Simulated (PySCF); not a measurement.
Species: C₇H₇OPS.
SMILES with atom numbers: `[CH3:1][S:2][c:3]1[cH:4][cH:5][p:6][cH:7][c:8]1[CH:9]=[O:10]`

NICS is the negative of the GIAO shielding at a point without a nucleus: at the ring centre (0) and 1 Å above and below it (1); zz is the component along the ring normal. Level: GIAO PBE0/pcSseg-1 (PySCF, non-relativistic, gas phase) on the GFN2-xTB geometry, one conformer.

Ring bond lengths (Å), with Mayer bond orders in brackets: C3–C4 1.387 (1.40), C4–C5 1.378 (1.47), C5–P6 1.739 (1.27), P6–C7 1.729 (1.35), C7–C8 1.389 (1.45), C8–C3 1.397 (1.26).

Task: Give the NICS values of each ring in ppm.

Result: 
```json
{"ring": "C3–C4–C5–P6–C7–C8", "type": "6-membered ring with P; formal bonds all aromatic", "NICS(0)": "-6.8", "NICS(1), two faces": "-10.4 / -10.3", "NICS(1)zz, two faces": "-24.5 / -25.1", "rms pucker (Å)": "0.00", "centre to ring atoms, mean (Å)": "1.49"}
```

Task: What do they say, and how far can they be read as aromaticity?

Result: 
- C3–C4–C5–P6–C7–C8: mean NICS(1)zz -24.8 ppm, shielded.

Task: How equal are the bonds by HOMA? HOMA takes Krygowski's 1993 parameters.

Result: 
- C3–C4–C5–P6–C7–C8: HOMA 0.94; the largest term is that of C5–P6, α(R − Ropt)² = 0.20.

Task: Give the inner angles of the rings and the Hirshfeld charges of the ring atoms.

Result: 
- C3–C4–C5–P6–C7–C8: C3 122.4° (-0.002 e), C4 123.9° (-0.044 e), C5 125.5° (-0.093 e), P6 99.3° (+0.116 e), C7 126.7° (-0.092 e), C8 122.1° (-0.019 e); sum 720.0° against 720° for a flat convex ring.

Task: What are the shieldings of the ring atoms and their hydrogens in the same run (means over atoms taken as equivalent)?

Result: 
| atoms | environment | σ isotropic (ppm) | principal values of the symmetric part, first atom (ppm) |
| --- | --- | --- | --- |
| C3 | substituted aromatic carbon | 33.8 | -42.3, -9.6, 153.4 |
| C4 | aromatic CH carbon | 36.9 | -69.8, 30.5, 149.9 |
| C5 | aromatic CH carbon | 14.5 | -156.7, 21.3, 178.9 |
| P6 | phosphorus bonded to 2 C | 77.1 | -228.2, -57.2, 516.9 |
| C7 | aromatic CH carbon | 19.0 | -148.5, 13.2, 192.3 |
| C8 | substituted aromatic carbon | 45.6 | -53.2, 18.0, 171.9 |
| H on C4 | aromatic hydrogen | 23.03 | 18.0, 21.6, 29.5 |
| H on C5 | aromatic hydrogen | 22.21 | 19.1, 20.5, 27.1 |
| H on C7 | aromatic hydrogen | 21.54 | 18.7, 19.1, 26.9 |

Hardware: an Arm Neoverse V2 with one thread, shared host. Cost: 40 s wall. This is the whole shielding run at PBE0/pcSseg-1, SCF included.

Shape of the structure used: `[CH3:1][S:2][c:3]1[cH:4][cH:5][p:6][cH:7][c:8]1[CH:9]=[O:10]`: C1–S2–C3–C4 -85°, C7–C8–C9–O10 5°.
